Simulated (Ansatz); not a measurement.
Start from `NB(Br)Br` and change one atom or group to get `OB(Br)Br`.

Ansatz, PBE0-D4/def2-TZVP geometries, multiplicity 1. Each molecule was computed in one conformer, which needn't be the lowest.

Scalar relativity is left out up to krypton.

```json
{"property": "LUMO energy (B3LYP/def2-TZVPP) / eV", "`NB(Br)Br`": "-0.36"}
{"property": "HOMO energy (PBE0/def2-TZVPP) / eV", "`NB(Br)Br`": "-8.10"}
{"property": "HOMO–LUMO gap (ωB97M-V/def2-TZVPP) / eV", "`NB(Br)Br`": "12.19"}
{"property": "size of the dipole moment (PBE/def2-TZVPP) / D", "`NB(Br)Br`": "2.79"}
{"property": "HOMO energy (ωB97M-V/def2-TZVPP) / eV", "`NB(Br)Br`": "-10.30"}
{"property": "HOMO–LUMO gap (PBE/def2-TZVPP) / eV", "`NB(Br)Br`": "5.69"}
```

(1) What does the change do to each property? (An estimate is asked.)

Answers

(1) Computed: 
```json
{"property": "LUMO energy (B3LYP/def2-TZVPP) / eV", "`OB(Br)Br`": "-0.90", "shift": "-0.54"}
{"property": "HOMO energy (PBE0/def2-TZVPP) / eV", "`OB(Br)Br`": "-8.34", "shift": "-0.24"}
{"property": "HOMO–LUMO gap (ωB97M-V/def2-TZVPP) / eV", "`OB(Br)Br`": "11.92", "shift": "-0.27"}
{"property": "size of the dipole moment (PBE/def2-TZVPP) / D", "`OB(Br)Br`": "1.70", "shift": "-1.09"}
{"property": "HOMO energy (ωB97M-V/def2-TZVPP) / eV", "`OB(Br)Br`": "-10.54", "shift": "-0.24"}
{"property": "HOMO–LUMO gap (PBE/def2-TZVPP) / eV", "`OB(Br)Br`": "5.38", "shift": "-0.31"}
```

With PBE0 the HOMO falls by 0.24 eV and the LUMO falls by 0.53 eV, so the gap narrows by about 0.29 eV. PBE moves the HOMO by -0.22 eV and ωB97M-V by -0.24 eV. The zero-point energy changes by -32.8 kJ/mol with -3 modes. Dipoles are sizes alone; their direction can turn.

B3LYP here is the variant with VWN-RPA as its local correlation; programs differ in this.

Spin–orbit coupling is left out; it splits and shifts lone-pair levels of the heavy atoms by tenths of an eV.
